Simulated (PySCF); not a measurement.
# [Dy(NH3)]3+ at several levels of theory

Computed with PySCF 2.14.0 (density fitting, no spin-orbit coupling) at the geometry relaxed with PBE0:

```xyz
5
[Dy(NH3)]3+ (singlet in the valence; each metal's 4f electrons, 9 of them, lie in its core potential, out of spins and levels)
Dy    0.0000    0.0000   -0.1235
N     0.0000    0.0000    2.1883
H     0.9416    0.0000    2.6488
H    -0.4708    0.8155    2.6488
H    -0.4708   -0.8155    2.6488
```

| level | basis | state | HOMO (eV) | gap (eV) | charge on Dy1 (e) | population of f-type functions on Dy1 (polarisation alone where 4f lies in the core) | dipole about the centre of mass (D) | largest force component (eV/Å) |
| --- | --- | --- | --- | --- | --- | --- | --- | --- |
| PBE0 | Dy lcecp-1-SVP with ECP55, N def2-SVP, H def2-SVP | singlet | -27.95 | 7.58 | 2.47 | 0.02 | 3.95 | 0.01 |
| CAM-B3LYP | the same | singlet | -29.29 | 10.00 | 2.47 | 0.02 | 3.81 | 0.06 |
| revPBE | the same | singlet | -26.54 | 5.09 | 2.42 | 0.01 | 4.26 | 0.35 |

In the lcecp rows the 4f levels are missing from HOMO and gap, and the state counts the valence alone.

Charges are Mulliken's, which hang on the basis. The relaxation used the grid (50, 194), these runs (75, 302) or, all-electron (x2c bases, spin-free X2C Hamiltonian), (99, 590).

Q: What does PBE0 with Dy lcecp-1-TZVP with ECP55, N def2-TZVP, H def2-TZVP give here?

A: state singlet, HOMO (eV) -27.87, gap (eV) 7.54, charge on Dy1 (e) 2.56, population of f-type functions on Dy1 (polarisation alone where 4f lies in the core) 0.02, dipole about the centre of mass (D) 4.02, largest force component (eV/Å) 0.32. Time: 8.6 s on 2 threads of Arm Neoverse N1 (shared host), from free ions and atoms.

In the first row's basis the gap widens with exact exchange: 5.1 eV for revPBE (none); 7.6 eV for PBE0 (a fixed share); 10.0 eV for CAM-B3LYP (rising or full at long range).

An lcecp potential fixes the number of 4f electrons, so in runs with it no electron can move into or out of that shell.
